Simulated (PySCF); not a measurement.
# Bond curve of PrS

Set-up: Pr x2c-TZVPall, S x2c-TZVPall; spin-free X2C with a Gaussian nucleus (PySCF 2.14). Energies in eV from Pr (4f3 6s2) + S in their ground configurations at the same level. All curves are PBE0. state 1: quartet, about 2.3 electrons in the 4f shell (Mulliken), real f orbitals that mix terms; state 2: Ms = 0.5 determinant of mixed spin, about 2.2 electrons in the 4f shell (Mulliken), real f orbitals that mix terms, a second solution, started from another occupation; state 3: quartet, about 2.8 electrons in the 4f shell (Mulliken), real f orbitals that mix terms, a second solution, started from another occupation.

```tsv
R (Å)	state 1	state 2	state 3
2.008	-3.599	-3.518	-2.423
2.102	-4.431	-4.331	-3.491
2.195	-4.875	-4.763	-4.165
2.265	-5.017	-4.897	-4.470
2.335	-5.046	-4.907	-4.640
2.405	-5.003	-4.820	-4.703
2.498	-4.855	-4.591	-4.658
2.615	-4.566	-4.185	-4.453
2.755	-4.123	-3.632	-4.069
2.942	-3.463	-3.063	-3.443
```

Put a parabola through the three lowest points of the state 2 curve and estimate Re, k and ωe (reduced mass 26.06 u; 1 eV/Å² = 0.16022 mdyn/Å; ωe = 1302.8·√(k/μ) cm⁻¹).

Through R = 2.265, 2.335, 2.405 Å the second-order coefficient is 9.90 eV/Å², so Re ≈ 2.307 Å, k ≈ 3.17 mdyn/Å and ωe ≈ 454 cm⁻¹. A polynomial fit of higher order to the unrounded PBE0 energies gives Re = 2.306 Å, k = 3.51 mdyn/Å, ωe = 478 cm⁻¹; anharmonicity and rounding make the difference.

The higher-order fit for each curve: state 2: Re = 2.306 Å, ωe = 478 cm⁻¹, minimum 4.92 eV below the ground-state fragments; state 3: Re = 2.419 Å, ωe = 414 cm⁻¹, minimum 4.71 eV below the ground-state fragments. State 1 gave no clean fit.

⟨S²⟩ of the unrestricted solution departs from its pure value on part of the curve, where spin states mix. Spin–orbit coupling is left out, which matters for elements this heavy, above all for dissociation energies. With d or f electrons several states lie close, and the lowest PBE0 determinant need not be the measured ground state.
